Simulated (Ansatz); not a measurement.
Compare A (`FCC(F)(F)OCC(F)(F)F`) with its isomer B (`FCC(F)(F)OC(F)(F)CF`).

Gas-phase electronic energies from Ansatz, PBE0-D4/def2-TZVP geometries. CCSD(T)/CBS is the MP2 limit (def2-TZVPP, def2-QZVPP) plus CCSD(T) − MP2 in def2-TZVPP, frozen cores. Functionals use def2-TZVPP. B3LYP here is the variant with VWN-RPA as its local correlation; programs differ in this. Each species was taken in one conformer, which may not be the lowest.

(1) Which is lower in electronic energy at CCSD(T)/CBS, and by how much? (Best estimate.)

(2) Give E(B) − E(A) in kJ/mol with MP2/def2-TZVPP, B3LYP-D4, B2PLYP, r2SCAN-D4, ωB97M-V, PBE0-D4, CCSD/def2-TZVPP. (Estimate.)

Largest T1 diagnostic: 0.012.

Results:

(1) Computed: A, by 30.3 kJ/mol.

(2) Computed: MP2/def2-TZVPP 32.4, B3LYP-D4 28.0, B2PLYP 30.8, r2SCAN-D4 30.0, ωB97M-V 29.3, PBE0-D4 31.0, CCSD/def2-TZVPP 31.3. None reverses the order clearly.

Leaving LDA and LC-ωPBE aside and taking each functional with its dispersion term where it has one, the values, not all of them listed here, spread over 6.8 kJ/mol, from BLYP-D4 to PBE-QIDH.
